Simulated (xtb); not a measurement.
Si(F)(NHSiH3)2(Cl) (ClFH₈N₂Si₃), SMILES F[Si](Cl)(N[SiH3])N[SiH3]. All values are semi-empirical tight-binding results from xtb (GFN2-xTB unless named), good for trends rather than for accurate numbers. Geometry optimised at GFN2-xTB. One conformer was computed; it need not be the lowest.

Optimised geometry:

```xyz
15

F      0.1008    -0.4811    -1.6417
Si     0.0207    -0.0397    -0.0935
Cl    -0.3990     1.9084    -0.1407
N     -1.2155    -0.8980     0.7257
Si    -2.9386    -0.7048     0.5669
N      1.5394    -0.4389     0.5913
Si     3.1033    -0.2434    -0.1506
H     -0.9146    -1.7598     1.1481
H     -3.4806    -1.6581     1.5348
H     -3.3780    -1.0138    -0.7955
H     -3.2515     0.6803     0.9076
H      1.5425    -0.5405     1.5916
H      4.0162    -0.8544     0.8162
H      3.0676    -0.9525    -1.4244
H      3.4103     1.1761    -0.3488
```
Charge 0, spin multiplicity 1.

```yaml
orbital_gap: 5.42 eV
dipole_moment: 2.80 D
zero_point_energy: 52.9 kcal/mol
G − E(el) at 298.15 K (modified RRHO): 28.2 kcal/mol
static polarisability (D4 model): 120.1 bohr³
solvation energy, GFN2-xTB/ALPB(water): -0.9 kcal/mol
solvation energy, GFN2-xTB/ALPB(thf): -6.8 kcal/mol
```

Computed atomic charges and the Wiberg bond orders between heavy atoms:
charges (e) F1 -0.28, Si2 0.65, Cl3 -0.22, N4 -0.45, Si5 0.50, N6 -0.45, Si7 0.50, H8 0.16, H9 -0.10, H10 -0.09, H11 -0.09, H12 0.16, H13 -0.10, H14 -0.08, H15 -0.09. Bond orders F1–Si2 1.04, Si2–Cl3 1.07, Si2–N4 1.07, N4–Si5 1.00, Si2–N6 1.07, N6–Si7 1.00.
